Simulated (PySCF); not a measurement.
# Identify the compound

The spectra below were simulated for a compound C8H16Si.

¹H NMR (300 MHz, computed): δ 5.66 (m, 1H), 5.62 (m, 1H), 4.29 (m, 1H), 2.12 (m, 2H), 1.87 (s, 3H), 1.72 (m, 1H), 1.45 (m, 2H), 1.19 (m, 1H), 0.94 (m, 2H), 0.75 (m, 2H).

¹³C{¹H} NMR (computed): δ 143.7 (C), 125.8 (CH2), 33.4 (CH2), 29.5 (CH2), 25.1 (CH3), 14.2 (CH2).

Theory: structure optimised with PBE0-D3(BJ)/def2-SVP, GIAO KT2/pcSseg-1 shieldings, in PySCF 2.14.0 with density-fitted response routines (fast rotation and ring inversion assumed for equivalent nuclei, one conformer, relativity neglected, gas phase).

Referencing at the same level of theory: ¹H (σ = 31.18 ppm), ¹³C (σ = 183.22 ppm) vs TMS.

What is the structure?

Results:


- Rings plus π bonds: 2 (1 ring in the answer).
- 6 carbon signals for 8 carbons: some carbons are equivalent by symmetry or fast rotation.
- Carbon types of the structure: 1 × C, 6 × CH2, 1 × CH3, leaving 1 H on heteroatoms.
- δC 143.7: fully substituted alkene carbon; the olefinic region.
- δC 125.8: terminal =CH2 carbon; an sp2 carbon of a C=C bond.
- δC 33.4, 29.5: sp3 CH2 in a ring; aliphatic region, no heteroatom directly attached.
- δC 25.1: allylic methyl carbon; saturated and bonded to C and H only.
- δH 5.66, 5.62: hydrogen on a terminal =CH2 carbon; a vinylic proton, deshielded by the sp2 carbon and the C=C anisotropy.
- δH 4.29: hydrogen on a silicon bonded to 3 C, in a 6-membered ring.
- δH 1.87: hydrogen on an allylic methyl carbon; allylic position.

These data were computed for SMILES C=C(C)[SiH]1CCCCC1.

This is the structure that produced the data.

Shifts are as computed. Against solution values, carbons near 30 ppm lie about +2 ppm off and those near 130 ppm about -5 ppm. Of 1313 compounds with measured shifts, 239 miss one by over three times the rms of a fit or turn the order of signals round; such compounds aren't used in these exercises. No couplings were computed; multiplicities are counted from neighbouring protons, with m where these are inequivalent, close in shift, in a saturated or five-membered ring or joined by F or P, and br s for small geminal =CH2 splittings.
